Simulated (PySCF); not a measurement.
Working out the ionisation energy of I⁺

I⁺ [Kr] 4d10 5s2 5p4 (3P) → I²⁺ [Kr] 4d10 5s2 5p3 (4S). Computed with PySCF 2.14 in aug-cc-pVTZ-PP with one added diffuse shell each of d, f type with ECP28MDF (6s5p5d3f, 67 functions), with a scalar-relativistic core potential. Frozen: 4s2 4p6 4d10. Energies in hartree (1 hartree = 27.21139 eV):

```tsv
part	I⁺ (lower)	I²⁺ (upper)
UHF	-294.311098	-293.662047
MP2 opposite-spin	-0.068698	-0.048474
MP2 same-spin	-0.019665	-0.017020
```

**Question.** What does Hartree-Fock give?

**Answer.** (-293.662047) − (-294.311098) = 0.649051 hartree = 17.662 eV.

**Question.** What do MP2 and SCS-MP2 (6/5 opposite-spin, 1/3 same-spin) give?

**Answer.** The opposite-spin parts differ by 0.550 eV and the same-spin parts by 0.072 eV. MP2: 17.662 + (0.550) + (0.072) = 18.284 eV. SCS-MP2: 17.662 + 1.2 × (0.550) + (0.072)/3 = 18.346 eV.

Measured between the centres of the two terms (NIST): 18.750 eV, so MP2 (valence) is off by -0.466 eV.

What remains against the reference includes basis incompleteness, the frozen core and correlation beyond second order.
